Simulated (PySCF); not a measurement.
C5H5Cl. Atoms are numbered in the order given.

```xyz
11

Cl    -0.0011    -2.0193     0.0000
C     -0.0423    -0.3002     0.0000
C     -1.1420     0.4818     0.0000
C     -0.6864     1.9051     0.0000
C      0.8072     1.8120     0.0000
C      1.1733     0.5147     0.0000
H     -2.1781     0.1475     0.0000
H     -1.0600     2.4599     0.8813
H     -1.0600     2.4599    -0.8813
H      1.4741     2.6749     0.0000
H      2.1834     0.1050     0.0000
```

The structure is a stationary point at PBE0-D3(BJ)/def2-SVP. The values are those of a single conformer.

Calculation: PBE/pcSseg-1 (PySCF).

GIAO shieldings, no solvent; atoms alike by connectivity are averaged. δ = σ(ref) − σ: ³⁵Cl against HCl (σ = 936.5 ppm); ¹³C against TMS (σ = 182.0 ppm); ¹H against TMS (σ = 31.49 ppm), references at their B3LYP-D3(BJ)/def2-TZVP geometries, non-relativistic (without spin–orbit terms, shifts of atoms bonded to Cl or Br come out too high).

Computed chemical shifts:
```json
[
 {"nucleus": "³⁵Cl", "atoms": "Cl1", "count": "1", "δ (ppm)": "214.3"},
 {"nucleus": "¹³C", "atoms": "C2", "count": "1", "δ (ppm)": "147.7"},
 {"nucleus": "¹³C", "atoms": "C6", "count": "1", "δ (ppm)": "143.4"},
 {"nucleus": "¹³C", "atoms": "C5", "count": "1", "δ (ppm)": "141.2"},
 {"nucleus": "¹³C", "atoms": "C3", "count": "1", "δ (ppm)": "132.9"},
 {"nucleus": "¹³C", "atoms": "C4", "count": "1", "δ (ppm)": "47.4"},
 {"nucleus": "¹H", "atoms": "H10", "count": "1", "δ (ppm)": "6.87"},
 {"nucleus": "¹H", "atoms": "H11", "count": "1", "δ (ppm)": "6.75"},
 {"nucleus": "¹H", "atoms": "H7", "count": "1", "δ (ppm)": "6.51"},
 {"nucleus": "¹H", "atoms": "H8, H9", "count": "2", "δ (ppm)": "3.53"}
]
```
